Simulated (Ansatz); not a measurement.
Reactions of `CC(=N)C=O`.

Gas-phase electronic energies from Ansatz, PBE0-D4/def2-TZVP geometries. CCSD(T)/CBS adds triple-zeta CCSD(T) − MP2 to the extrapolated MP2 energy (def2 sets, frozen cores). This one scheme is used for every species. DFT in def2-TZVPP. B3LYP here is the variant with VWN-RPA as its local correlation; programs differ in this. Triplets are unrestricted, without spin–orbit coupling. For Br outer-core shells are correlated without core-valence functions, which leaves a few kJ/mol of doubt a bond. Scalar relativity is left out up to krypton. Each species was taken in one conformer, which may not be the lowest.

```
                                               reaction  CCSD/CBS(def2) (eV)  HF/CBS(def2) (eV)  ωB97M-V (eV)  B3LYP-D4 (eV)  CCSD(T)/CBS(def2) (eV)
             `CC(=N)C=O` → `[CH2]` (triplet) + `N=CC=O`                 4.66               3.25          4.82           4.71                    4.78
                  `CC(=N)C=O` + H₂S → `CC(=N)S` + `C=O`                 0.23               0.26          0.24           0.19                    0.22
                  `CC(=N)C=O` + H–F → `N=C(F)C=O` + CH₄                 0.21              -0.04          0.06           0.02                    0.22
                 `CC(=N)C=O` + HBr → `N=C(Br)C=O` + CH₄                 0.12               0.19          0.08          -0.02                    0.08
                               `CC(=N)C=O` → `NC1CC1=O`                 1.24               1.39          1.18           1.26                    1.26
                                 `CC(=N)C=O` → `CCOC#N`                 0.28               0.17          0.32           0.33                    0.31
              `CC(=N)C=O` + `NCBO` → `COBCN` + `N=CC=O`                 0.95               0.75          0.98           0.92                    0.98
                             `CC(=N)C=O` → `CC1=C(O)N1`                 2.64               2.98          2.60           2.66                    2.62
          `CC(=N)C=O` + `CB(O)S` → `COB(C)S` + `N=CC=O`                 0.77               0.71          0.77           0.73                    0.77
`CC(=N)C=O` + `OC(F)[SiH3]` → `O=COC(F)[SiH3]` + `CC=N`                -0.27              -0.40         -0.31          -0.33                   -0.27
```

Largest T1 diagnostic: 0.015, for `C=O`.
